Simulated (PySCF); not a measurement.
## Adding and removing an electron: BeCl

r²SCAN; basis Be pcseg-2, Cl pcseg-2; no relativity; PySCF 2.14. Neutral (UKS): doublet (σ ↑), Re = 1.807 Å, ωe = 842 cm⁻¹, De = 4.48 eV, HOMO -5.58 eV, LUMO -2.54 eV.

BeCl⁺ (UKS): singlet (closed shell), Re = 1.719 Å, ωe = 1029 cm⁻¹, De = 4.49 eV to Be⁺ + Cl. The energies at the minima are -474.93551 hartree for BeCl and -474.61349 for BeCl⁺.

Task: Work out the adiabatic ionisation energy, without and with harmonic zero-point energies (1 hartree = 27.2114 eV, 1 eV = 8065.5 cm⁻¹), and the change of the bond length.

Result: At r²SCAN: 0.32202 hartree = 8.763 eV between the minima; the zero-point term (1029.0 − 842.0)/2 cm⁻¹ = +0.012 eV makes it 8.774 eV. Re changes by -8.8 pm against the neutral. The electron leaves a σ orbital, and the shorter bond of the ion fits an antibonding orbital, or a change in how ionic the bond is.

For an ion De counts to the pair picked by the measured ionisation energies or electron affinities, which need not be the lowest pair at this level. States were picked by a PBE0 search and need not be the measured ground states.
